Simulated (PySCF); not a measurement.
## Assigning NMR signals

Molfile (atoms numbered from 1):
```
C6H12OSi
     RDKit          3D

 20 20  0  0  0  0  0  0  0  0999 V2000
    3.1374   -1.5035    0.8363 O   0  0  0  0  0  0  0  0  0  0  0  0
    2.3180   -1.1260    0.0462 C   0  0  0  0  0  0  0  0  0  0  0  0
    0.9886   -0.5114    0.3816 C   0  0  2  0  0  0  0  0  0  0  0  0
   -0.1299   -1.2283   -0.3816 C   0  0  0  0  0  0  0  0  0  0  0  0
   -1.5270   -0.7995    0.0629 C   0  0  0  0  0  0  0  0  0  0  0  0
   -1.8586    0.6348   -0.3467 C   0  0  0  0  0  0  0  0  0  0  0  0
   -0.5733    1.8489    0.3493 Si  0  0  0  0  0  4  0  0  0  0  0  0
    1.0829    0.9735    0.0085 C   0  0  0  0  0  0  0  0  0  0  0  0
    2.5140   -1.1766   -1.0456 H   0  0  0  0  0  0  0  0  0  0  0  0
    0.8209   -0.6089    1.4588 H   0  0  0  0  0  0  0  0  0  0  0  0
   -0.0252   -2.3050   -0.2211 H   0  0  0  0  0  0  0  0  0  0  0  0
   -0.0160   -1.0383   -1.4521 H   0  0  0  0  0  0  0  0  0  0  0  0
   -2.2569   -1.4842   -0.3785 H   0  0  0  0  0  0  0  0  0  0  0  0
   -1.6029   -0.8983    1.1482 H   0  0  0  0  0  0  0  0  0  0  0  0
   -1.8799    0.6945   -1.4367 H   0  0  0  0  0  0  0  0  0  0  0  0
   -2.8639    0.8828   -0.0056 H   0  0  0  0  0  0  0  0  0  0  0  0
   -0.6190    3.1405   -0.3418 H   0  0  0  0  0  0  0  0  0  0  0  0
   -0.7564    2.0253    1.7947 H   0  0  0  0  0  0  0  0  0  0  0  0
    1.8975    1.4339    0.5687 H   0  0  0  0  0  0  0  0  0  0  0  0
    1.3444    1.0564   -1.0486 H   0  0  0  0  0  0  0  0  0  0  0  0
  1  2  2  0
  2  3  1  0
  3  4  1  0
  4  5  1  0
  5  6  1  0
  6  7  1  0
  7  8  1  0
  8  3  1  0
  2  9  1  0
  3 10  1  1
  4 11  1  0
  4 12  1  0
  5 13  1  0
  5 14  1  0
  6 15  1  0
  6 16  1  0
  7 17  1  0
  7 18  1  0
  8 19  1  0
  8 20  1  0
M  END
```

- GFN2-xTB geometry
- PBE0/pcSseg-1 with gauge-including orbitals
- code: PySCF
- in vacuum, single conformer, relativity neglected

References, each an isolated molecule treated in the same way: 13C (σ = 186.93 ppm) and 1H (σ = 31.72 ppm) against TMS.

Question: Assign these signals to the numbered atoms. 13C{1H} NMR (computed): δ 206.9 (CH), 52.2 (CH), 31.6 (CH2), 26.8 (CH2), 10.7 (CH2), 10.1 (CH2).

Answer: 
| δ (ppm) | atoms | environment | reason |
| --- | --- | --- | --- |
| 206.9 | C2 | aldehyde carbonyl carbon | low-lying n→π* states of the double bond to the heteroatom give a large paramagnetic term (-269 ppm) |
| 52.2 | C3 | sp3 CH α to a carbonyl | the adjacent C=O deshields it moderately |
| 31.6 | C4 | sp3 CH2 in a ring | aliphatic region, no heteroatom directly attached |
| 26.8 | C5 | sp3 CH2 in a ring | – |
| 10.7 | C6 | sp3 CH2 bonded to Si | an electropositive neighbour leaves it electron-rich and shielded |
| 10.1 | C8 | sp3 CH2 bonded to Si | – |

C6 and C8 lie closer than the usual error of such a calculation, so a measured spectrum could show them in the other order.

Question: Assign these signals to the numbered atoms. 1H NMR (600 MHz, computed): δ 9.55 (d, 1H), 4.26 (m, 1H), 4.23 (m, 1H), 2.30 (m, 1H), 1.90 (m, 1H), 1.69 (m, 1H), 1.49 (m, 1H), 1.06 (m, 1H), 1.01 (m, 1H), 0.76 (m, 1H), 0.66 (m, 1H), 0.65 (m, 1H).

Answer: 
9.55 → H9, hydrogen on an aldehyde carbonyl carbon: the formyl region, downfield of aromatic protons
4.26 → H17, hydrogen on a silicon bonded to 2 C, in a 6-membered ring
4.23 → H18, hydrogen on a silicon bonded to 2 C, in a 6-membered ring
2.30 → H13, hydrogen on an sp3 CH2 in a ring
1.90 → H10, hydrogen on an sp3 CH α to a carbonyl: α to C=O
1.69 → H11, hydrogen on an sp3 CH2 in a ring
1.49 → H14, hydrogen on an sp3 CH2 in a ring
1.06 → H12, hydrogen on an sp3 CH2 in a ring
1.01 → H16, hydrogen on an sp3 CH2 bonded to Si
0.76 → H15, hydrogen on an sp3 CH2 bonded to Si: an electropositive neighbour shields it, as in TMS itself
0.66 → H19, hydrogen on an sp3 CH2 bonded to Si
0.65 → H20, hydrogen on an sp3 CH2 bonded to Si

H17 and H18; H12 and H16; H15 and H19; H19 and H20 lie closer than the usual error of such a calculation, so a measured spectrum could show them in the other order.

Shifts are as computed. Against solution values, carbons near 30 ppm lie about +3 ppm off and those near 130 ppm about +5 ppm. Of 1211 compounds with measured shifts, 218 miss one by over three times the rms of a fit or turn the order of signals round; such compounds aren't used in these exercises. Multiplicities follow the n + 1 count of equivalent neighbours, as no J values were calculated; m marks all less simple cases, F and P coupling included.
